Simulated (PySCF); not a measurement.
**Polarisability and C₆ of B³⁺ (boron, charge +3)**

1s2, closed-shell 1S. Calculation: PySCF 2.14, in aug-cc-pV5Z (7s6p5d4f3g2h, 127 functions); no relativity, point nucleus. Coupled (time-dependent) response in atomic units; α is the mean over directions.

| method | mean α (bohr³) | C₆ (like pair) | S(−4) |
| --- | --- | --- | --- |
| UHF | 0.01945 | 0.002509 | 0.0002670 |
| PBE | 0.02043 | 0.002685 | 0.0003011 |
| PBE0 | 0.02016 | 0.002636 | 0.0002913 |
| wB97X-V | 0.02013 | 0.002626 | 0.0002913 |

S(−4) is the Cauchy moment in α(ω) = α(0) + S(−4) ω² + …

α(iu) at PBE:

```tsv
u (hartree)	α(iu) (bohr³)
0	0.02043
0.0500	0.02043
0.100	0.02043
0.200	0.02042
0.300	0.02041
0.500	0.02036
0.750	0.02026
1.00	0.02014
1.50	0.01978
2.00	0.01930
3.00	0.01807
5.00	0.01508
```

A single London oscillator, α(iu) = α/(1 + u²/ω²), gives C₆ = (3/4) ω α². Matching the computed C₆ needs ω = 4 × 0.002685 / (3 × 0.02043²) = 8.58 hartree.

For an ion, C₆ is the dispersion term alone; charge-induced terms of lower order in 1/R come first.
